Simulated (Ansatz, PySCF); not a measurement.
System: C₂H₉P₂Si, charge 0, multiplicity 2. SMILES: C[Si](C)([PH])P
Coordinates optimised at B3LYP-D3(BJ)/def2-TZVP (Ansatz, a first-principles code):
```
Si
C 1 1.8777
H 2 1.0914 1 111.21
H 2 1.0920 3 108.12 1 -121.82
H 2 1.0921 3 107.90 4 -116.74
C 1 1.8793 2 110.89 3 -179.29
H 6 1.0909 1 111.22 2 177.71
H 6 1.0918 7 108.03 1 -121.56
H 6 1.0925 7 108.26 8 -116.98
P 1 2.2500 2 109.49 3 55.25
H 10 1.4243 1 91.99 2 169.61
P 1 2.2812 2 107.14 3 -62.50
H 12 1.4183 1 95.46 2 72.59
H 12 1.4184 13 94.07 1 -95.95
```
Charge 0, spin multiplicity 2.

Unscaled harmonic wavenumbers (cm⁻¹) in rising order, each level at the stationary point that it reaches from this structure (no distance between atoms moves by over 0.3 Å); the order of modes can differ between levels, and a negative number is imaginary. B3LYP-D3(BJ)/def2-TZVP (PySCF, at the structure above): 108, 123, 145, 162, 164, 175, 184, 202, 211, 386, 448, 625, 654, 662, 671, 702, 792, 810, 837, 867, 1096, 1285, 1293, 1455, 1457, 1463, 1468, 2354, 2385, 2393, 3028, 3029, 3098, 3100, 3105, 3108.

HF/6-31G* (Ansatz): 130, 133, 155, 173, 176, 185, 193, 209, 215, 411, 508, 688, 721, 728, 744, 756, 873, 889, 931, 952, 1229, 1452, 1459, 1600, 1601, 1607, 1611, 2555, 2589, 2591, 3192, 3193, 3261, 3263, 3267, 3267. Zero-point energy 67.9 against 63.0 kcal/mol; where all levels lie over 400 cm⁻¹, the wavenumbers are on average 1.091 times those of B3LYP-D3(BJ)/def2-TZVP.

B3LYP/6-31G* (Ansatz): 110, 125, 145, 162, 164, 174, 185, 199, 206, 378, 450, 637, 662, 669, 682, 702, 810, 826, 860, 888, 1126, 1323, 1332, 1487, 1490, 1496, 1501, 2359, 2397, 2410, 3045, 3046, 3119, 3121, 3126, 3128. Zero-point energy 63.7 against 63.0 kcal/mol; where all levels lie over 400 cm⁻¹, the wavenumbers are on average 1.015 times those of B3LYP-D3(BJ)/def2-TZVP.
